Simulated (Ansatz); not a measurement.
Compare A (`OC([SiH3])[SiH2]Cl`) with its isomer B (`C[SiH2]O[SiH2]Cl`).

Computed with Ansatz on PBE0-D4/def2-TZVP structures; ΔE is electronic, products minus reactants. CCSD(T)/CBS adds triple-zeta CCSD(T) − MP2 to the extrapolated MP2 energy (def2 sets, frozen cores). Functionals use def2-TZVPP. B3LYP here is the variant with VWN-RPA as its local correlation; programs differ in this. Each species was taken in one conformer, which may not be the lowest.

(1) Which isomer does CCSD(T)/CBS put lower? Give the gap. (An estimate is asked.)

(2) Give E(B) − E(A) in kJ/mol with MP2/def2-TZVPP, ωB97M-V, CCSD(T)/def2-TZVPP, LDA (SPW92), B3LYP-D4, HF/def2-TZVPP, CCSD/def2-TZVPP. (Best estimate.)

(3) Does the order hold for the free energy at 298.15 K (harmonic terms from PBE0-D4)? (Best estimate.)

Largest T1 diagnostic: 0.011.

Answers

(1) Computed: B, by 332.8 kJ/mol.

(2) Computed: MP2/def2-TZVPP -340.7, ωB97M-V -327.0, CCSD(T)/def2-TZVPP -330.0, LDA (SPW92) -298.0, B3LYP-D4 -328.4, HF/def2-TZVPP -363.1, CCSD/def2-TZVPP -335.7. None reverses the order clearly.

(3) Computed: Yes: G(B) − G(A) = -331.2 kJ/mol, for one conformer each. Modes under 60 cm⁻¹, often nearly free rotors, make the harmonic entropy too high.

From r2SCAN to r2SCAN0 (25 % exact exchange), in def2-TZVPP and without D4, E(B) − E(A) moves by −6.4 kJ/mol. At CCSD(T), def2-SVP lies +31.1 kJ/mol from the extrapolated value and def2-TZVPP +2.8 kJ/mol.
